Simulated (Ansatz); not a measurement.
Frontier orbitals of `[NH2][V]([F])(=[S])[Cl]`.

Charge 0, multiplicity 1. Correlated methods include outer-core shells of V, which these sets cover unevenly. Scalar relativity is left out up to krypton. The geometry is a stationary point of PBE0-D4/def2-TZVP. It is one conformer, not always the lowest. Basis def2-TZVPP, Ansatz 0.2.0.

```tsv
functional	HOMO (eV)	LUMO (eV)	gap (eV)
PBE	-6.98	-4.30	2.68
r2SCAN	-7.29	-4.34	2.95
PBE0	-8.23	-3.51	4.72
r2SCANh	-7.75	-4.02	3.73
HSE06 (plane-wave form)	-7.84	-3.89	3.95
ωB97M-V	-10.34	-1.35	8.99
```

Against PBE, PBE0 changes HOMO and LUMO by −1.25 and +0.78 eV, ωB97M-V by −3.36 and +2.95 eV. A gap of 2.69 eV thus becomes 9.00 eV for the same molecule, so an orbital gap means little without its functional.
